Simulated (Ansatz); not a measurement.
Consider the cleavage of the Si–P bond: `NC[SiH2]P` + `[NH2][AlH2]` → `NC[SiH2][NH][AlH2]` + PH₃.

Isolated molecules relaxed with PBE0-D4/def2-TZVP in Ansatz; ΔE leaves out vibrations. CCSD(T)/CBS is the MP2 limit (def2-TZVPP, def2-QZVPP) plus CCSD(T) − MP2 in def2-TZVPP, frozen cores. This one scheme is used for every species. Functionals use def2-TZVPP. B3LYP here is the variant with VWN-RPA as its local correlation; programs differ in this. One conformer a species, not always the lowest.

`NC[SiH2]P`:

```xyz
12

N     1.118    1.033    1.137
C     0.782    0.916   -0.275
Si    0.080   -0.792   -0.649
P    -1.720   -1.113    0.681
H     1.474    1.954    1.357
H     0.308    0.875    1.722
H     0.084    1.680   -0.655
H     1.697    1.017   -0.870
H     1.067   -1.851   -0.310
H    -0.258   -0.883   -2.097
H    -2.617   -0.441   -0.192
H    -2.014   -2.396    0.151
```

`[NH2][AlH2]`:

```xyz
6

N     0.301    0.528    0.714
Al   -0.266   -0.466   -0.631
H     0.526    1.508    0.651
H     0.447    0.197    1.654
H    -0.437    0.227   -2.044
H    -0.571   -1.994   -0.345
```

`NC[SiH2][NH][AlH2]`:

Cartesian coordinates in Å:
```
N -2.495 0.514 0.748
C -1.052 0.664 0.893
Si -0.216 0.206 -0.731
N 1.511 0.177 -0.620
Al 2.618 -1.217 -0.610
H -2.987 0.808 1.582
H -2.743 -0.453 0.581
H -0.602 0.090 1.719
H -0.826 1.718 1.093
H -0.651 -1.170 -1.104
H -0.665 1.161 -1.780
H 1.944 1.092 -0.571
H 1.991 -2.667 -0.679
H 4.172 -0.925 -0.520
```

PH₃:

Z-matrix (Å, degrees):
```
P
H 1 1.420
H 1 1.420 2 93.1
H 1 1.420 2 93.1 3 93.3
```

Question: Is it downhill or uphill in electronic energy at CCSD(T)/CBS, and by how much? (Estimate.)

Answer: Computed: Downhill: ΔE = -0.36 eV.

Question: What do these levels give: r2SCAN-D4, ωB97X-V, B2PLYP, PBE, r2SCAN, PBE0, B3LYP, HF/def2-TZVPP, MP2/def2-TZVPP, CCSD/def2-TZVPP, HF/def2-QZVPP, SCS-MP2/def2-QZVPP? (Best estimate.)

Answer: Computed: r2SCAN-D4 -0.31, ωB97X-V -0.36, B2PLYP -0.39, PBE -0.21, r2SCAN -0.30, PBE0 -0.25, B3LYP -0.36, HF/def2-TZVPP -0.52, MP2/def2-TZVPP -0.40, CCSD/def2-TZVPP -0.42, HF/def2-QZVPP -0.53, SCS-MP2/def2-QZVPP -0.42 eV.

Largest T1 diagnostic among the species: 0.013.

From PBE to PBE0 (25 % exact exchange), in def2-TZVPP and without D4, ΔE moves by −0.05 eV. In def2-TZVPP, CCSD(T) changes the Hartree–Fock value by +0.12 eV (the triples alone add +0.02 eV) and MP2 by +0.12 eV.
